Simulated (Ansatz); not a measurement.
A nudged elastic band was laid between two geometries of ClF3HOTa + ClH (9 atoms, charge 0, multiplicity 1).

All numbers below come from Ansatz 0.2.0, RKS PBE0/def2-SVP.

```json
{
 "movable images": "5",
 "climbing image": "yes",
 "spring": "5.0 eV/Å²",
 "optimiser": "quadratic models (default)",
 "start path": "through a guess of the saddle point",
 "force threshold": "0.03 eV/Å",
 "iteration limit": "60",
 "end points": "relaxed"
}
```

Initial state:

```xyz
9
Properties=species:S:1:pos:R:3
Ta -0.169 -0.216 0.121
O 1.697 0.160 0.069
H 2.243 0.108 0.867
F 0.100 -0.540 1.964
F -0.118 -0.185 -1.753
Cl -1.538 1.585 0.399
F -0.959 -1.901 0.032
Cl 2.307 2.836 -1.610
H 2.301 1.639 -1.116
```

Final state:

```xyz
9
Properties=species:S:1:pos:R:3
Ta -0.107 0.521 -0.106
O 2.051 -0.263 -0.287
H 2.436 -0.426 0.587
F 0.527 0.621 1.672
F -0.027 0.152 -1.943
Cl -2.246 1.264 0.127
F -0.390 -1.307 0.205
Cl 0.971 2.572 -0.542
H 2.647 0.351 -0.740
```

Which bonds break or form, and what moves?

Bonds broken: Cl8–H9. Bonds formed: Ta1–Cl8, O2–H9. ClF3HOTa + ClH becomes Cl2F3H2OTa.

What energy profile does the band end with?

The forces met the threshold. The highest image is number 3 of 0 to 6, 0.145 eV above the first end and 1.009 eV above the last; the last end lies 0.864 eV below the first. The profile has 2 maxima (images 1, 3) with wells between them (image 2): this band takes more than one step, which may be the mechanism or a detour left from its start path. A vibrational analysis at the climbing image gives one clearly imaginary mode, 405i cm⁻¹: a first-order saddle point. The orbitals stay closed-shell, which can raise the energy where a bond breaks towards radicals; this wasn't checked here.

```tsv
image	path coordinate (Å)	energy (eV)	Cl8–H9 (Å)	Ta1–Cl8 (Å)	O2–H9 (Å)
0	0.00	0.000	1.29	4.29	1.99
1	1.22	0.045	1.29	3.88	2.26
2	2.44	0.026	1.29	3.01	2.88
3	3.65	0.145	1.41	2.75	1.45
4	4.17	-0.444	1.88	2.52	1.03
5	4.69	-0.789	2.32	2.39	0.98
6	5.21	-0.864	2.79	2.36	0.97
```

What is the geometry of the highest image?


```xyz
9
Properties=species:S:1:pos:R:3:forces:R:3
Ta -0.004 0.125 -0.105 0.00 0.00 0.00
O 1.984 -0.200 -0.205 0.00 0.00 0.00
H 2.439 -0.377 0.631 0.00 0.00 0.00
F 0.380 0.399 1.724 0.00 0.00 0.00
F 0.063 -0.086 -1.965 0.00 0.00 0.00
Cl -1.810 1.547 -0.100 0.00 0.00 0.00
F -0.761 -1.533 0.195 0.00 0.00 0.00
Cl 1.424 2.406 -0.659 0.00 0.00 0.00
H 2.149 1.205 -0.544 0.00 0.00 0.00
```

Run time: 6.1 min on 4 threads of Arm Neoverse V1, with other jobs on the host, peak memory 0.39 GiB.
